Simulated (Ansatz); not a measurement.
`Fc1cc(-c2sc(-c3sc(S)cc3F)cc2F)sc1S` was relaxed with r2SCAN-D4 (def2-SVP) in Ansatz in these states: charge -1 doublet, neutral singlet. The geometries follow in no particular order.

A:

```xyz
25

F     2.513    0.771   -5.621
C     2.116    1.051   -4.371
C     1.474    0.098   -3.570
C     1.140    0.612   -2.301
C     0.483   -0.027   -1.222
S     0.147    0.780    0.314
C    -0.636   -0.660    0.994
C    -1.166   -0.679    2.302
S    -1.935   -2.114    2.987
C    -2.270   -1.309    4.525
S    -3.085   -2.134    5.819
C    -1.805    0.008    4.494
C    -1.208    0.337    3.276
F    -0.700    1.561    3.022
C    -0.623   -1.706    0.048
C    -0.011   -1.339   -1.144
F     0.106   -2.194   -2.180
S     1.662    2.291   -2.166
C     2.317    2.305   -3.805
S     3.133    3.668   -4.500
H     1.255   -0.921   -3.887
H    -2.033   -2.779    6.424
H    -1.898    0.702    5.331
H    -1.047   -2.695    0.230
H     2.070    4.372   -4.998
```

B:

Cartesian coordinates in Å:
```
F -2.4882 5.5218 -1.0726
C -1.9695 4.4834 -0.4069
C -1.5591 3.2915 -1.0395
C -1.0573 2.3715 -0.1291
C -0.5425 1.0548 -0.3784
S 0.0715 0.0190 0.8838
C 0.4386 -1.2700 -0.2431
C 1.0107 -2.5068 0.2061
S 1.3693 -3.8189 -0.8901
C 2.0595 -4.7943 0.3817
S 2.6005 -6.4384 0.0981
C 1.9796 -4.1593 1.6052
C 1.3864 -2.8835 1.4883
F 1.2224 -2.0689 2.5339
C 0.0984 -0.9045 -1.5392
C -0.4434 0.3907 -1.5957
F -0.8400 0.9453 -2.7445
S -1.1154 3.0135 1.5028
C -1.8036 4.5120 0.9644
S -2.1900 5.8080 2.0763
H -1.6268 3.1195 -2.1128
H 3.5530 -6.1505 -0.8234
H 2.3455 -4.5808 2.5421
H 0.2320 -1.5386 -2.4172
H -2.7317 6.5836 1.1099
```

Q: Judge from the bond lengths which geometry belongs to which state (an estimate).

A: A is the charge -1 doublet (S18–C19 1.765 Å, C7–C8 1.410 Å, C5–S6 1.768 Å); B is the neutral singlet (S18–C19 1.735 Å, C7–C8 1.435 Å, C5–S6 1.744 Å).

At r2SCAN-D4/def2-SVP the highest occupied level of the relaxed charge -1 doublet lies above zero (up to 0.27 eV). By energy differences its removal costs 1.42 eV (each at its own geometry, to the charge 0 singlet, at PBE0-D4/def2-TZVP).
